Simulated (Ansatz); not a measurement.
Name a neutral molecule of F, N, Zr and H with HOMO energy (PBE/def2-TZVPP) between -5.80 and -5.50 eV and HOMO–LUMO gap (ωB97M-V/def2-TZVPP) between 10.00 and 10.30 eV (Ansatz, PBE0-D4/def2-TZVP geometry).

`[NH2][Zr]([NH2])([NH2])[F]` (-5.70 eV, 10.21 eV). Other molecules can fit too; these were computed, each in one conformer that needn't be the lowest.
